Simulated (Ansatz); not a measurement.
One change: `BOCO` becomes `C[SiH2]OCO`.

Ansatz, PBE0-D4/def2-TZVP geometries, multiplicity 1. Each molecule was computed in one conformer, which needn't be the lowest.

| property | `BOCO` |
| --- | --- |
| HOMO energy (PBE0/def2-TZVPP) / eV | -8.66 |
| LUMO energy (ωB97M-V/def2-TZVPP) / eV | 1.40 |
| HOMO–LUMO gap (ωB97M-V/def2-TZVPP) / eV | 12.44 |
| LUMO energy (PBE0/def2-TZVPP) / eV | -0.46 |
| HOMO–LUMO gap (PBE0/def2-TZVPP) / eV | 8.20 |
| size of the dipole moment (ωB97M-V/def2-TZVPP) / D | 1.47 |

Problem. Give the same properties after the change, and the shifts. (An estimate is asked.)

Solution. The calculation gave: 
```json
{"property": "HOMO energy (PBE0/def2-TZVPP) / eV", "`C[SiH2]OCO`": "-8.22", "shift": "0.44"}
{"property": "LUMO energy (ωB97M-V/def2-TZVPP) / eV", "`C[SiH2]OCO`": "2.33", "shift": "0.93"}
{"property": "HOMO–LUMO gap (ωB97M-V/def2-TZVPP) / eV", "`C[SiH2]OCO`": "12.94", "shift": "0.50"}
{"property": "LUMO energy (PBE0/def2-TZVPP) / eV", "`C[SiH2]OCO`": "0.81", "shift": "1.27"}
{"property": "HOMO–LUMO gap (PBE0/def2-TZVPP) / eV", "`C[SiH2]OCO`": "9.03", "shift": "0.83"}
{"property": "size of the dipole moment (ωB97M-V/def2-TZVPP) / D", "`C[SiH2]OCO`": "1.09", "shift": "-0.38"}
```

With PBE0 the HOMO rises by 0.44 eV and the LUMO rises by 1.27 eV, so the gap widens by about 0.83 eV. PBE moves the HOMO by 0.46 eV and ωB97M-V by 0.43 eV. Dipoles are sizes alone; their direction can turn.
